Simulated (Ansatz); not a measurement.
A series at Si: from `[SiH3][SiH]([SiH3])[SiH3]`, ligands are replaced one by one, each step taking up H₂O and setting free SiH₄; n counts the steps. Ansatz, PBE0-D4/def2-TZVP geometries. Each molecule was computed in one conformer, which needn't be the lowest.

CBS adds triple-zeta CCSD(T) − MP2 to the MP2 limit, frozen cores; atoms without spin–orbit coupling. 

```tsv
n	molecule	atomization energy, CCSD(T)/CBS (kJ/mol)
0	`[SiH3][SiH]([SiH3])[SiH3]`	4032.7
1	`O[SiH]([SiH3])[SiH3]`	?
2	`O[SiH](O)[SiH3]`	3426.1
3	`O[SiH](O)O`	3173.5
```

**Question.** By hand: fit a straight line y = ȳ + b (n − n̄) to the 3 given rows and predict n = 1.

**Answer.** n̄ = 1.667, ȳ = 3544.10; Σ(n − n̄)(y − ȳ) = -1347.80, Σ(n − n̄)² = 4.667, so b = -288.79 kJ/mol a step. Prediction: 3544.10 + (-288.79) × (-0.667) = 3736.7 kJ/mol.

**Question.** By hand: compare with the computed value, 3701.4 kJ/mol, and give the steps along the whole series.

**Answer.** The line misses by -35.3 kJ/mol (computed minus predicted). Steps: -331.3, -275.3, -252.6 kJ/mol.

The steps shrink at each stage, from -331.3 to -252.6 kJ/mol, so the series is curved. The miss is 4.1 % of the series' range. The energies themselves are unsure by some kJ/mol a bond, though much of that is common to the series.
